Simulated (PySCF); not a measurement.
**Spin–spin coupling constants**

Geometry:
| atom | x (Å) | y (Å) | z (Å) |
| --- | --- | --- | --- |
| C1 | 3.152 | 0.081 | -0.393 |
| C2 | 2.255 | -0.270 | 0.784 |
| C3 | 0.884 | -0.784 | 0.385 |
| Se4 | -0.165 | 0.703 | -0.388 |
| C5 | -1.889 | -0.108 | 0.034 |
| O6 | 0.020 | 1.892 | 0.734 |
| H7 | 3.311 | -0.785 | -1.056 |
| H8 | 4.139 | 0.424 | -0.049 |
| H9 | 2.723 | 0.894 | -1.001 |
| H10 | 2.098 | 0.619 | 1.418 |
| H11 | 2.740 | -1.032 | 1.417 |
| H12 | 0.924 | -1.593 | -0.364 |
| H13 | 0.313 | -1.129 | 1.260 |
| H14 | -1.964 | -1.105 | -0.424 |
| H15 | -1.952 | -0.162 | 1.129 |
| H16 | -2.675 | 0.552 | -0.355 |

Indirect spin–spin couplings were computed at B3LYP/pcJ-1 (pcSseg-1 on Se) (without the spin–dipole term) (PySCF 2.14.0 with density-fitted response routines) on a PBE0-D3(BJ)/def2-SVP structure, for the isolated molecule, without vibrational or relativistic corrections. Couplings are averaged over pairs made equivalent by symmetry, fast rotation or ring inversion, so a value needn't be that of the named pair in this geometry, while other rotamers aren't included; one pair stands for each set, and the list holds a selection of those of at least 0.8 Hz over up to four bonds, among pairs with at least one C or H atom (others weren't computed).

Isotopes: ¹³C, ¹H, ¹⁷O. Couplings to quadrupolar nuclei such as 17O and 33S are rarely resolved in practice.

```
    pair  bonds  J (Hz)
  C1, C2      1       ?
  C1, H7      1   132.2
  C2, C3      1       ?
 C2, H10      1   138.3
 C2, H11      1       ?
 C3, H12      1   143.9
 C3, H13      1   147.6
 C5, H14      1       ?
  C1, C3      2    -1.1
 C1, H10      2    -3.5
 C1, H11      2    -3.3
  C2, H7      2    -3.3
  C3, O6      2       ?
 C3, H10      2       ?
  H7, H8      2   -14.0
H10, H11      2   -16.0
H14, H15      2   -11.6
 C1, H12      3       ?
 C1, H13      3    11.0
  C2, C5      3     1.3
  C3, H7      3     6.6
 C3, H14      3       ?
 C5, H13      3     6.1
 O6, H12      3     1.7
H10, H12      3    15.5
H10, H13      3     3.3
```

Estimate the withheld couplings, with signs.

Results:


- ¹J(C1,C2) = 36.8 Hz (bond length 1.521 Å)
- ¹J(C2,C3) = 37.8 Hz (bond length 1.517 Å)
- ¹J(C2,H11) = 134.5 Hz (bond length 1.103 Å, sp3 carbon)
- ¹J(C5,H14) = 148.2 Hz (mean over equivalent pairs that range from 143.5 to 151.7 Hz in this conformer)
- ²J(C3,O6) = -2.6 Hz (angle at Se4 103°)
- ²J(C3,H10) = -6.2 Hz (angle at C2 107°)
- ³J(C1,H12) = 3.9 Hz (dihedral angle 50°)
- ³J(C3,H14) = 4.0 Hz (mean over equivalent pairs that range from 0.7 to 8.1 Hz in this conformer)

Relativistic effects of the heavier atoms present are left out.
